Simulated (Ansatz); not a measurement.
Mulliken charges of BH₃SeSn, SMILES `[BH]1[Se][SnH2]1` from B3LYP/def2-TZVPP in Ansatz (PBE0-D4/def2-TZVP geometry).

```csv
atom,x (Å),y (Å),z (Å),charge (e)
B1,-0.794,-1.029,-0.348,-0.162
Se2,0.842,-1.665,0.286,-0.143
Sn3,0.167,0.909,0.076,0.451
H4,-1.808,-1.482,-0.761,0.066
H5,1.330,1.630,-0.942,-0.107
H6,0.305,1.572,1.642,-0.107
```

Problem. By hand: the dipole of these point charges (1 e Å = 4.8032 D).

Solution. Σ q r = (-0.211, 0.374, -0.075) e Å, of length 0.436 e Å = 2.09 D.

Problem. How does the dipole of the full density compare? (Best estimate.)

Solution. The calculation gave: (-0.138, 0.275, -0.049) e Å, 1.50 D; the point charges give 1.39 times that, at 3° from its direction.

Point charges leave out the atoms' own dipoles, such as those of lone pairs, and Mulliken's split depends on the basis, so the two needn't agree.

B3LYP here is the variant with VWN-RPA as its local correlation; programs differ in this.
